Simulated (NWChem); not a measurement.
The numbers come from NWChem runs, not from measurements. System: C₂H₅Al, charge 0, spin multiplicity 1, at a geometry optimised with PBE/def2-SVP. The structure started from a generated list of species. Level: CCSD(T)/STO-3G, 7 core orbitals frozen.

Output (cleaned and shortened):

```
             Northwest Computational Chemistry Package (NWChem) 7.3.0
             --------------------------------------------------------

                                NWChem Input Module
                                -------------------

 Scaling coordinates for geometry "geometry" by  1.889725989
 (inverse scale =  0.529177249)

 Turning off AUTOSYM since
 SYMMETRY directive was detected!

                             Geometry "geometry" -> ""
                             -------------------------

 Output coordinates in angstroms (scale by  1.889725989 to convert to a.u.)

  No.       Tag          Charge          X              Y              Z
 ---- ---------------- ---------- -------------- -------------- --------------
    1 Al                  13.0000    -1.17717400     0.19024900     0.00000000
    2 H                    1.0000    -1.25089700     1.79192000     0.00000000
    3 H                    1.0000    -2.50913900    -0.69985200     0.00000000
    4 C                    6.0000     0.60172100    -0.62184500     0.00000000
    5 C                    6.0000     1.71557200     0.14990500     0.00000000
    6 H                    1.0000     0.75959800    -1.71847500     0.00000000
    7 H                    1.0000     2.73958200    -0.27001200     0.00000000
    8 H                    1.0000     1.66035800     1.25482000     0.00000000

 Effective nuclear repulsion energy (a.u.)      83.0118412774

            Nuclear Dipole moment (a.u.)
            ----------------------------
        X                 Y               Z
 ---------------- ---------------- ----------------
    -0.0000037795    -0.0000037795     0.0000000000

      Symmetry information
      --------------------

 Group name             Cs
 Group number              2
 Group order               2
 No. of unique centers     8

      Symmetry unique atoms

     1    2    3    4    5    6    7    8


 Summary of "ao basis" -> "" (spherical)
 ------------------------------------------------------------------------------
       Tag                 Description            Shells   Functions and Types
 ---------------- ------------------------------  ------  ---------------------
 *                           sto-3g                   on all atoms

 Summary of "ao basis" -> "ao basis" (spherical)
 ------------------------------------------------------------------------------
       Tag                 Description            Shells   Functions and Types
 ---------------- ------------------------------  ------  ---------------------
 Al                          sto-3g                  5        9   3s2p
 H                           sto-3g                  1        1   1s
 C                           sto-3g                  3        5   2s1p

                                 NWChem SCF Module
                                 -----------------

  ao basis        = "ao basis"
  functions       =    24
  atoms           =     8
  closed shells   =    15
  open shells     =     0
  charge          =   0.00
  wavefunction    = RHF
  use symmetry    = T
  symmetry adapt  = T

 Summary of "ao basis" -> "ao basis" (spherical)
 ------------------------------------------------------------------------------
       Tag                 Description            Shells   Functions and Types
 ---------------- ------------------------------  ------  ---------------------
 Al                          sto-3g                  5        9   3s2p
 H                           sto-3g                  1        1   1s
 C                           sto-3g                  3        5   2s1p

      Symmetry analysis of basis
      --------------------------

        a'         20
        a"          4

 Forming initial guess at       0.1s

      Superposition of Atomic Density Guess
      -------------------------------------

 Sum of atomic energies:        -315.55495018

      Non-variational initial energy
      ------------------------------

 Total energy =    -315.637268
 1-e energy   =    -606.104402
 2-e energy   =     207.455293
 HOMO         =      -0.123343
 LUMO         =       0.224350

      Symmetry analysis of molecular orbitals - initial
      -------------------------------------------------
[...]
    16      0.423280  4 C  pz                 5     -0.307366  1 Al pz

 Vector   17  Occ=0.000000D+00  E= 4.024145D-01  Symmetry=a"
              MO Center=  9.1D-02, -1.1D-01, -4.6D-15, r^2= 2.6D+00
   Bfn.  Coefficient  Atom+Function         Bfn.  Coefficient  Atom+Function
  ----- ------------  ---------------      ----- ------------  ---------------
     9      0.716718  1 Al pz                16     -0.719994  4 C  pz
    21      0.551267  5 C  pz                 5     -0.273861  1 Al pz

 Vector   18  Occ=0.000000D+00  E= 4.289848D-01  Symmetry=a'
              MO Center= -1.2D+00,  1.8D-01,  6.2D-15, r^2= 2.6D+00
   Bfn.  Coefficient  Atom+Function         Bfn.  Coefficient  Atom+Function
  ----- ------------  ---------------      ----- ------------  ---------------
     6      1.133151  1 Al s                 11     -0.630699  3 H  s
    10     -0.601662  2 H  s                 13     -0.486224  4 C  s
    14      0.364680  4 C  px                 2     -0.291858  1 Al s

 center of mass
 --------------
 x =  -0.08581583 y =  -0.00569622 z =   0.00000000

 moments of inertia (a.u.)
 ------------------
          50.896224356963          28.229274640566           0.000000000000
          28.229274640566         342.046659043495           0.000000000000
           0.000000000000           0.000000000000         392.942883400458

  Mulliken analysis of the total density
  --------------------------------------

    Atom       Charge   Shell Charges
 -----------   ------   -------------------------------------------------------
    1 Al  13    12.10   2.00  1.98  5.81  1.01  1.30
    2 H    1     1.28   1.28
    3 H    1     1.28   1.28
    4 C    6     6.30   1.99  1.28  3.03
    5 C    6     6.14   1.99  1.18  2.97
    6 H    1     0.98   0.98
    7 H    1     0.96   0.96
    8 H    1     0.97   0.97

       Multipole analysis of the density wrt the origin
       ------------------------------------------------

     L   x y z        total         open         nuclear
     -   - - -        -----         ----         -------
     0   0 0 0     -0.000000      0.000000     30.000000

     1   1 0 0     -0.186905      0.000000     -0.000004
     1   0 1 0     -0.045960      0.000000     -0.000004
     1   0 0 1      0.000000      0.000000      0.000000

     2   2 0 0    -19.841778      0.000000    201.928488
     2   1 1 0     -0.083532      0.000000    -14.500513
     2   1 0 1     -0.000000      0.000000      0.000000
     2   0 2 0    -19.400079      0.000000     40.092029
     2   0 1 1      0.000000      0.000000      0.000000
     2   0 0 2    -15.447712      0.000000      0.000000

                   NWChem Extensible Many-Electron Theory Module
                   ---------------------------------------------


            General Information
            -------------------
      Number of processors :     1
         Wavefunction type : Restricted Hartree-Fock
          No. of electrons :    30
           Alpha electrons :    15
            Beta electrons :    15
           No. of orbitals :    48
            Alpha orbitals :    24
             Beta orbitals :    24
        Alpha frozen cores :     7
         Beta frozen cores :     7
     Alpha frozen virtuals :     0
      Beta frozen virtuals :     0
         Spin multiplicity : singlet
    Number of AO functions :    24
       Number of AO shells :    16
        Use of symmetry is : on
      Symmetry adaption is : on
         Schwarz screening : 0.10D-09

          Correlation Information
          -----------------------
          Calculation type : Coupled-cluster singles & doubles w/ perturbation
   Perturbative correction : (T)
            Max iterations :      100
        Residual threshold : 0.10D-05
     T(0) DIIS level shift : 0.00D+00
     L(0) DIIS level shift : 0.00D+00
     T(1) DIIS level shift : 0.00D+00
     L(1) DIIS level shift : 0.00D+00
     T(R) DIIS level shift : 0.00D+00
     T(I) DIIS level shift : 0.00D+00
   CC-T/L Amplitude update :  5-th order DIIS
                I/O scheme : Global Array Library
        L-threshold :  0.10D-05
        EOM-threshold :  0.10D-05
 no EOMCCSD initial starts read in
 TCE RESTART OPTIONS
 SLICE:      F
 D4D5:       F
 quantumc:   F
 qrotation:  F
 pwtce:      F
 qducc:      F
 nacto:                         0
 nrotv:                         0
 nrot:                          0

            Memory Information
            ------------------
          Available GA space size is     249036224 doubles
          Available MA space size is     104856060 doubles

 Maximum block size supplied by input
 Maximum block size        24 doubles

 tile_dim =      7

 -------------------------------------------------
   1    alpha     a'     7 doubles       0       1
   2    alpha     a"     1 doubles       7       2
   3    beta      a'     7 doubles       8       1
   4    beta      a"     1 doubles      15       2
   5    alpha     a'     7 doubles      16       5
   6    alpha     a"     2 doubles      23       6
   7    beta      a'     7 doubles      25       5
   8    beta      a"     2 doubles      32       6

 Global array virtual files algorithm will be used

 Parallel file system coherency ......... OK

 4-electron integrals stored in orbital form

 v2    file size   =            16597
 4-index algorithm nr.  13 is used
 imaxsize =       30
 imaxsize ichop =        0


CCSD iterations
 ---------------------------------------------------------
 Iter          Residuum       Correlation     Cpu    Wall
 ---------------------------------------------------------
    1   0.1464003117725  -0.1569473756088     0.1     0.1
    2   0.0604836203910  -0.1859082198187     0.1     0.1
    3   0.0289907610079  -0.1961871118506     0.1     0.1
    4   0.0152103304009  -0.2004539834029     0.1     0.1
    5   0.0084017166117  -0.2024039632969     0.1     0.1
    6   0.0005625316727  -0.2044351586273     0.1     0.1
    7   0.0001805321085  -0.2044025975977     0.1     0.1
    8   0.0000827416672  -0.2044023448611     0.1     0.1
    9   0.0000405005169  -0.2044027297960     0.1     0.1
   10   0.0000216425237  -0.2044032770640     0.1     0.1
   11   0.0000057681764  -0.2044041227523     0.1     0.1
   12   0.0000026006288  -0.2044042346974     0.1     0.1
   13   0.0000013643864  -0.2044044377783     0.1     0.1
   14   0.0000007595672  -0.2044045427038     0.1     0.1
 -----------------------------------------------------------------
 Iterations converged
 CCSD correlation energy / hartree =        -0.204404542703763
 CCSD total energy / hartree       =      -316.870558390410565

 Singles contributions

 Doubles contributions
    16a"  (alpha)    16a"  (beta ) ---    15a"  (alpha)    15a"  (beta )       -0.1176449930
    16a"  (alpha)    17a"  (beta ) ---    15a"  (alpha)    15a"  (beta )        0.1080984032
    17a"  (alpha)    16a"  (beta ) ---    15a"  (alpha)    15a"  (beta )        0.1080984032
    17a"  (alpha)    17a"  (beta ) ---    15a"  (alpha)    15a"  (beta )       -0.1081311134
 CCSD(T)
 Using plain CCSD(T) code
             total no. of tasks           26
 total no. of tasks / no. procs           26
                         wl_min            8           1.4
                         wl_max       117649           7.0
        thresh for no. of tasks           26

 CCSD[T]  correction energy / hartree =        -0.001785582027121
 CCSD[T] correlation energy / hartree =        -0.206190124730884
 CCSD[T] total energy / hartree       =      -316.872343972437704
 CCSD(T)  correction energy / hartree =        -0.001737900833632
 CCSD(T) correlation energy / hartree =        -0.206142443537395
 CCSD(T) total energy / hartree       =      -316.872296291244197

 Task  times  cpu:        1.9s     wall:        1.9s

 Total times  cpu:        2.0s     wall:        2.0s
```

Question: Write an NWChem input that would produce this output.

Answer: Several could match; the one computed here: 
```
start mol
memory heap 100 mb stack 700 mb global 1900 mb
geometry units angstroms nocenter noautoz
  Al    -1.177174     0.190249     0.000000
  H     -1.250897     1.791920     0.000000
  H     -2.509139    -0.699852     0.000000
  C      0.601721    -0.621845     0.000000
  C      1.715572     0.149905     0.000000
  H      0.759598    -1.718475     0.000000
  H      2.739582    -0.270012     0.000000
  H      1.660358     1.254820     0.000000
  symmetry group Cs
end
basis spherical
  * library sto-3g
end
scf
  rhf
  nopen 0
  maxiter 100
  thresh 1e-7
  semidirect memsize 60000000 filesize 0
end
tce
  freeze core 7
  ccsd(t)
  2eorb
  2emet 13
  thresh 1e-6
  maxiter 100
  tilesize 24
end
task tce energy
```
